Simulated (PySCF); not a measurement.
Ta(NH)(OH)2(NH2) (H₅N₂O₂Ta), SMILES [NH]=[Ta]([NH2])([OH])[OH], multiplicity 1.

Geometry: PBE0-D3(BJ)/def2-SVP. The spin state was assumed, not searched. The structure was generated by enumeration; whether it is a known compound was not checked. The def2 effective core potentials stand for the cores of Ta; spin–orbit coupling is left out. One conformer was computed; it need not be the lowest.

Two levels are set side by side: PBE/def2-TZVP (PySCF) and CAM-B3LYP/def2-TZVP (PySCF). Same geometry, gas phase. Differences are taken from unrounded values.

| quantity | CAM-B3LYP |
|---|---|
| orbital gap (eV) | 9.63 |
| highest occupied level (eV) | -8.82 |
| lowest empty level (eV) | 0.81 |
| dipole moment (D) | 0.67 |
| mean polarisability (bohr³) | 59.5 |

Question: What does PBE give, and how far is it from CAM-B3LYP? (An estimate is asked for; the answer gives what the named calculation found.)

Answer: 
| quantity | PBE | PBE minus CAM-B3LYP |
|---|---|---|
| orbital gap (eV) | 5.35 | -4.28 |
| highest occupied level (eV) | -5.96 | 2.85 |
| lowest empty level (eV) | -0.61 | -1.43 |
| dipole moment (D) | 0.67 | 0.00 |
| mean polarisability (bohr³) | 63.2 | 3.6 |

Without exact exchange PBE keeps part of each electron's self-repulsion, which lifts occupied levels and narrows the gap. Loosely held outer electrons make PBE densities more polarisable. Differences between two approximate levels are no errors against the true value.

Rough cost on one machine, each run with all the roots and properties that it gave: CAM-B3LYP against PBE within a factor of 2.
